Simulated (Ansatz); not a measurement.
F$_{2}$O, singlet, geometry from GFN2-xTB; BHLYP/6-31G* (Ansatz, a first-principles code).

Input for Ansatz:
Ansatz 0.2 input:
```yaml
crystal:
  periodic: [false, false, false]
  atoms:
    - {symbol: F, position_ang: [0.01888970, 1.09187156, -0.24723650]}
    - {symbol: O, position_ang: [-0.02243225, -0.00276003, 0.56897714]}
    - {symbol: F, position_ang: [0.00105008, -1.08941820, -0.25852096]}
basis:
  gaussian:
    orbitals: 6-31G*
hamiltonian:
  xc: {name: BHLYP}
```

### Question
Predict the main parts of the log of this Ansatz run.

### Answer

```
Functional definition: BHLYP
439 factors; their error is unknown
mean field evaluation 1: about -7469.0373 eV, gradient 2.6e1 eV
mean field evaluation 2: about -7468.4477 eV, gradient 3.4e1 eV
mean field evaluation 4: about -7470.1795 eV, gradient 6.9e-1 eV
mean field evaluation 8: about -7470.2195 eV, gradient 1.6e-2 eV
mean field -7470.21950307 eV, -274.5255032413 hartree, gradient 4.2e-5 eV, S^2 0.000000; 0 other end points of the search recorded, 0 dependent functions left out
reference -7470.21954997 eV, -274.5255049647 hartree; 13, 13 occupied and 32, 32 virtual orbitals, 439 factors
Total energy: -7470.21954997 eV, -274.5255049647 hartree
```
